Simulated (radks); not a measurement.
Excited configurations of the vanadium ion V10+: one electron is placed in a higher orbital outside [Ne] 3s2. The ground configuration is [Ne] 3s2 3p1. Calculated with a radial shooting solver on a logarithmic mesh with Libxc functionals: non-relativistic Kohn-Sham, r2SCAN, spin-unpolarised, spherical densities, point nucleus; meta-GGA in the generalised Kohn-Sham scheme. Excitation = E - E(ground); binding = E(ion) - E, where the ion is the core of charge +11; n* = 11/sqrt(2 binding) in atomic units, and the quantum defect is n - n*.

[
 {"outer orbital": "3d", "excitation (eV)": "42.574", "binding (eV)": "210.55", "eigenvalue (eV)": "-196.80", "<r> (bohr)": "0.8006"},
 {"outer orbital": "4f", "excitation (eV)": "149.50", "binding (eV)": "103.63", "eigenvalue (eV)": "-97.753", "<r> (bohr)": "1.575"},
 {"outer orbital": "5s", "excitation (eV)": "170.97", "binding (eV)": "82.149", "eigenvalue (eV)": "-79.177", "<r> (bohr)": "2.736"},
 {"outer orbital": "5d", "excitation (eV)": "182.86", "binding (eV)": "70.267", "eigenvalue (eV)": "-67.282", "<r> (bohr)": "2.907"},
 {"outer orbital": "6d", "excitation (eV)": "204.85", "binding (eV)": "48.277", "eigenvalue (eV)": "-46.262", "<r> (bohr)": "4.357"},
 {"outer orbital": "6f", "excitation (eV)": "206.79", "binding (eV)": "46.331", "eigenvalue (eV)": "-44.172", "<r> (bohr)": "4.277"}
]

The Delta-SCF ionisation energy is 253.12 eV (NIST Atomic Spectra Database: 254.8 eV, semi-empirical). Self-interaction in the functional shifts the binding energies and quantum defects, so they are the method's values and not measured ones. Spin polarisation and multiplet splitting are left out, so open shells lie too high by an amount that depends on their filling.

Beside tabulated values, note that spin-unpolarised runs miss the spin-polarisation part of the exchange energy of open shells.
